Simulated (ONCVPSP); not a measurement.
## Zr (Z = 40): ONCV pseudisation with BLYP, fully relativistic reference atom.

ONCVPSP 4.0.1 input, shortened (lines: element, Z, core and valence counts, functional; n l f; lmax; l rc ep ncon nbas qcut; lloc lpopt rc5 dvloc0; l nproj debl; icmod fcfact rcfact), BLYP, fully relativistic:

```
  Zr 40.00    6    5  -106131      upf
    1    0    2.00
    2    0    2.00
    2    1    6.00
    3    0    2.00
    3    1    6.00
    3    2   10.00
    4    0    2.00
    4    1    6.00
    4    2    2.00
    5    0    1.00
    5    1    1.00
    2
    0    1.90    0.00    3    6    5.20
    1    2.25    0.00    3    6    6.20
    2    2.90    0.00    4    9    4.60
    4    1    1.55    1.00
    0    2    2.60
    1    2    0.50
    2    2    1.70
    3    2.25    1.45
```

Open shells are filled in proportion to 2j + 1.

All-electron outer shells of the reference configuration (BLYP, scalar-relativistic, ld1.x):

```csv
shell,level (eV),outermost node (bohr),outermost maximum (bohr)
3p,-318.61,0.18,0.40
3d,-175.77,–,0.35
4s,-55.54,0.55,1.08
4p,-33.47,0.56,1.17
5s,-5.05,1.46,3.08
4d,-4.50,0.58,1.61
5p,-1.90,1.69,4.05
```

Question: Estimate the cutoffs (Ha) at which the residual kinetic energy of the hardest occupied pseudo-wave falls to 1 and 0.1 mHa per electron.

Answer: 11 Ha and 13 Ha.

Question: What does a ghost test show?

Answer: No bound ghost flagged; no localised positive-energy state flagged.

Question: Tests: 4s2 4p6 4d2 5s2 5p0; 4s2 4p6 4d2 5s1 5p0; 4s2 4p6 4d2 5s0 5p0; 4s2 4p6 4d2 5s0 5p1. Which has the largest error in its energy relative to the reference configuration, and how large is it?

Answer: 4s2 4p6 4d2 5s0 5p0, with -5.6 meV (all-electron minus pseudo) on +17.05 eV.
